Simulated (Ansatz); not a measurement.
Geometry optimisation, Ansatz, RKS PBE-D4/def2-TZVP.

Input file:

```yaml
crystal:
  periodic: [false, false, false]
  atoms:
    - { symbol: Ga, position_ang: [-0.9624, -0.3986, -0.6686] }
    - { symbol: "N", position_ang: [0.9762, 0.7118, -0.392] }
    - { symbol: H, position_ang: [-0.7354, -1.597, -1.6129] }
    - { symbol: H, position_ang: [-2.2737, 0.4171, -0.5397] }
    - { symbol: H, position_ang: [0.6458, 0.0288, 0.7141] }
    - { symbol: O, position_ang: [-0.142, -0.7699, 1.3322] }
    - { symbol: H, position_ang: [1.8258, 0.3384, -0.7977] }
    - { symbol: H, position_ang: [1.1041, 1.6997, -0.2125] }
    - { symbol: H, position_ang: [-0.4384, -0.4303, 2.1772] }
basis:
  gaussian: { orbitals: def2-TZVP }
hamiltonian:
  xc: pbe
  dispersion: d4
relax:
  f_tol: 0.15
  max_steps: 25
  restrain:
    - { distance: [0, 5], at: 3.18, k: 30.0 }
    - { distance: [4, 1], at: 2.32, k: 30.0 }
    - { distance: [0, 1], at: 1.93, k: 30.0 }
    - { distance: [4, 5], at: 0.97, k: 30.0 }
```

Run as:

```bash
$ ansatz run input.yaml --threads 4 --pin off --max-ram 5120MiB --backend cpu --events-out ev --progress --plain --runs-dir out
```

Question: Where does it end, and by what steps?

Answer: It converged. The restraints hold the end off the free minimum. After 7 steps the energy has fallen by 0.214 eV (the restraints' own energy left out); H5 moved furthest, 0.79 Å. Parted: Ga1–O6. Joined: H5–O6.

| step | energy less start (eV) | largest force component (eV/Å) | accepted |
| --- | --- | --- | --- |
| 0 | 0.0000 | 1.892 | yes |
| 1 | 0.3014 | 3.264 | yes |
| 2 | 0.1983 | 2.095 | yes |
| 3 | 0.1197 | 1.258 | yes |
| 4 | -0.0609 | 0.921 | yes |
| 5 | -0.1051 | 1.037 | yes |
| 6 | -0.1617 | 0.863 | yes |
| 7 | -0.2141 | 0.808 | yes |

```xyz
9
Properties=species:S:1:pos:R:3
Ga -0.788 -0.171 -1.069
N 0.844 0.706 -0.641
H -0.670 -1.554 -1.783
H -2.072 0.630 -0.667
H 0.611 -0.397 1.378
O 0.023 -0.983 1.892
H 1.706 0.438 -1.106
H 0.806 1.707 -0.480
H -0.460 -0.376 2.477
```

Time of the run: 18 s on 4 threads of Arm Neoverse N1, with other jobs on the host, peak memory 0.25 GiB.
